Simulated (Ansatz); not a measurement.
Program: Ansatz. Geometries: PBE0-D4/def2-TZVP. ΔE: electronic, gas phase. CCSD(T)/CBS adds triple-zeta CCSD(T) − MP2 to the extrapolated MP2 energy (def2 sets, frozen cores). This one scheme is used for every species. DFT in def2-TZVPP. B3LYP here is the variant with VWN-RPA as its local correlation; programs differ in this. One conformer a species, not always the lowest.

Reaction (ligand exchange at the Si–N bond): `N[SiH2]N[SiH2]N` + `N[SiH](O)Cl` → `N[SiH2]O[SiH](N)Cl` + `N[SiH2]N`

`N[SiH2]N[SiH2]N`:

```xyz
14

N     0.498   -1.746    1.994
Si    0.948   -1.306    0.399
N     0.483    0.322    0.091
Si   -0.289    1.028   -1.274
N    -1.534    2.086   -0.754
H    -0.467   -1.786    2.281
H     1.067   -2.391    2.516
H     0.323   -2.092   -0.699
H     2.420   -1.533    0.374
H     0.756    0.981    0.809
H    -0.718   -0.130   -2.106
H     0.598    1.902   -2.090
H    -2.341    1.750   -0.255
H    -1.745    2.913   -1.287
```

`N[SiH](O)Cl`:

Z-matrix (Å, degrees):
```
Si
O 1 1.631
Cl 1 2.058 2 112.6
N 1 1.700 2 111.2 3 116.8
H 1 1.474 2 103.8 3 -116.0
H 2 0.960 1 116.7 3 -67.6
H 4 1.006 1 120.7 2 -147.4
H 4 1.007 1 121.4 2 60.6
```

`N[SiH2]O[SiH](N)Cl`:

```xyz
13

N    -0.989   -1.467   -0.646
Si    0.713   -1.338   -0.770
O     1.281    0.005   -0.008
Si    0.659    1.437    0.426
N    -0.548    1.214    1.598
Cl   -0.048    2.325   -1.315
H    -1.422   -2.190   -0.098
H    -1.603   -1.109   -1.358
H     1.120   -1.241   -2.191
H     1.314   -2.509   -0.092
H     1.703    2.336    0.946
H    -0.913    2.007    2.101
H    -1.267    0.531    1.407
```

`N[SiH2]N`:

Cartesian coordinates in Å:
```
N 0.956 0.955 0.551
Si -0.267 -0.235 0.421
N -0.522 -0.573 -1.236
H 1.875 0.811 0.168
H 0.964 1.597 1.325
H -1.409 0.356 1.178
H 0.025 -1.576 1.009
H -0.834 -1.483 -1.530
H -0.788 0.147 -1.887
```

(1) Is it downhill or uphill in electronic energy at CCSD(T)/CBS, and by how much? (Estimate.)

(2) What do these levels give: PBE0-D4, B3LYP-D4, ωB97M-V, CCSD(T)/def2-TZVPP, MP2/def2-QZVPP, CCSD/CBS(def2)? (Best estimate.)

Largest T1 diagnostic among the species: 0.010.

## Answers

(1) Computed: Downhill: ΔE = -13.0 kcal/mol.

(2) Computed: PBE0-D4 -12.5, B3LYP-D4 -14.2, ωB97M-V -13.3, CCSD(T)/def2-TZVPP -12.9, MP2/def2-QZVPP -13.0, CCSD/CBS(def2) -13.2 kcal/mol.

The D4 term adds −1.1 kcal/mol with B3LYP and −0.7 kcal/mol with PBE0; it sums over pairs of atoms, weighted by their polarisabilities, and B3LYP, whose exchange is more repulsive, gets the larger term. In def2-TZVPP, CCSD(T) changes the Hartree–Fock value by +2.1 kcal/mol (the triples alone add +0.3 kcal/mol) and MP2 by +2.1 kcal/mol.
